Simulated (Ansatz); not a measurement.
Cost and result for the atomization energy of `C=[N][Al]([NH2])[OH]` (10 atoms, 9 bonds).

Cartesian coordinates in Å:
```
C 1.4640 -0.9347 1.6073
N 0.6842 -0.2568 0.9178
Al -0.5774 0.2644 -0.1795
N -0.1800 0.6184 -1.8617
O -2.1305 0.4800 0.4636
H 1.4563 -2.0383 1.6272
H 2.2267 -0.4725 2.2564
H -0.8274 0.9398 -2.5608
H 0.7433 0.5349 -2.2530
H -2.8592 0.8646 -0.0173
```

Charge 0, multiplicity 1. The geometry is a stationary point of PBE0-D4/def2-TZVP. It is one conformer, not always the lowest. Program: Ansatz. All runs use 4 threads of an Arm Neoverse V2 on a shared host. Times are those of one run each, without the atoms' runs, and a repeat can differ threefold. Electronic energies, without spin–orbit coupling; frozen cores. CCSD(T)/CBS adds CCSD(T) − MP2 in def2-TZVPP to the MP2 limit, and its time is that of the two runs behind it. T1 = 0.012. B3LYP takes the VWN-RPA correlation (the form of Gaussian; ORCA's B3LYP/G).

CCSD(T)/CBS is a level of theory with its own doubt, some kJ/mol a heavy atom from the limit and from the frozen cores, so smaller differences don't rank the functionals.

```json
{"level": "PBE-D4/def2-TZVPP (with forces)", "functions": "236", "wall time": "1.6 s", "atomization (kJ/mol)": "3897.4", "difference from CCSD(T)/CBS": "78.3", "per bond": "8.7"}
{"level": "PBE0-D4/def2-TZVPP", "functions": "236", "wall time": "1.8 s", "atomization (kJ/mol)": "3788.3", "difference from CCSD(T)/CBS": "-30.8", "per bond": "-3.4"}
{"level": "B3LYP-D4/def2-TZVPP (with forces)", "functions": "236", "wall time": "2.7 s", "atomization (kJ/mol)": "3824.2", "difference from CCSD(T)/CBS": "5.1", "per bond": "0.6"}
{"level": "r2SCAN-D4/def2-TZVPP (with forces)", "functions": "236", "wall time": "3.1 s", "atomization (kJ/mol)": "3801.5", "difference from CCSD(T)/CBS": "-17.6", "per bond": "-2.0"}
{"level": "B2PLYP/def2-TZVPP", "functions": "236", "wall time": "3.4 s", "atomization (kJ/mol)": "3782.9", "difference from CCSD(T)/CBS": "-36.2", "per bond": "-4.0"}
{"level": "ωB97X-V/def2-TZVPP", "functions": "236", "wall time": "4.9 s", "atomization (kJ/mol)": "3820.3", "difference from CCSD(T)/CBS": "1.2", "per bond": "0.1"}
{"level": "ωB97M-V/def2-TZVPP (with forces)", "functions": "236", "wall time": "7 s", "atomization (kJ/mol)": "3827.7", "difference from CCSD(T)/CBS": "8.6", "per bond": "1.0"}
{"level": "MP2/def2-QZVPP", "functions": "448", "wall time": "12 s", "atomization (kJ/mol)": "3858.0", "difference from CCSD(T)/CBS": "38.9", "per bond": "4.3"}
{"level": "CCSD(T)/def2-TZVPP", "functions": "236", "wall time": "72 s", "atomization (kJ/mol)": "3689.1", "difference from CCSD(T)/CBS": "-130.0", "per bond": "-14.4"}
{"level": "CCSD(T)/CBS(def2)", "functions": "–", "wall time": "84 s", "atomization (kJ/mol)": "3819.1", "difference from CCSD(T)/CBS": "0.0", "per bond": "0.0"}
```

The D4 term adds +27.4 kJ/mol with B3LYP and +14.5 kJ/mol with PBE0; it sums over pairs of atoms, weighted by their polarisabilities, and B3LYP, whose exchange is more repulsive, gets the larger term. In def2-TZVPP, CCSD(T) changes the Hartree–Fock value by +1100.0 kJ/mol (the triples alone add +67.6 kJ/mol) and MP2 by +1190.5 kJ/mol; breaking electron pairs costs correlation energy, which Hartree–Fock lacks. From PBE to PBE0 (25 % exact exchange), in def2-TZVPP and without D4, the atomization energy moves by −106.5 kJ/mol: exact exchange takes away binding that semilocal exchange gives to molecules.
